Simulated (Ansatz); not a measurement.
The cluster AgI₂⁻. The state is a triplet with charge -1. Geometry PBE0-D4/def2-TZVP, that of the neutral doublet; atoms count from 1.

Cartesian coordinates in Å:
```
Ag 0.001 0.000 0.000
I -0.243 0.404 -2.530
I 0.242 -0.403 2.530
```

In the def2 sets Ag, I take a core potential; there is no spin–orbit coupling. The highest occupied level of the charge -1 triplet lies above zero (up to 1.36 eV). By energy differences it is unbound by 0.11 eV (vertical, to the charge 0 doublet, at PBE0-D4/def2-TZVPD) and held by the finite basis. At PBE0-D4/def2-TZVPD a singlet of charge -1 lies 4.53 eV below the triplet at the same geometry. The structure comes from a short search, and lower isomers may exist.

(1) Estimate the Mulliken populations from the PBE0/def2-TZVPD orbitals of Ansatz.

(2) Where does the spin sit?

## Answers

(1) 
| atom | charge (e) | spin (α − β) | d electrons |
| --- | --- | --- | --- |
| Ag1 | -1.16 | 1.50 | 9.76 |
| I2 | 0.08 | 0.25 | – |
| I3 | 0.08 | 0.25 | – |
Mulliken values and Mayer orders depend strongly on the basis. With diffuse functions, as here, like atoms can get unlike values, and bond orders can come out too low or too high.

(2) Summed by element: Ag 1.50, I 0.50, of 2 unpaired in all. Largest on single atoms: Ag1 1.50, I3 0.25, I2 0.25.
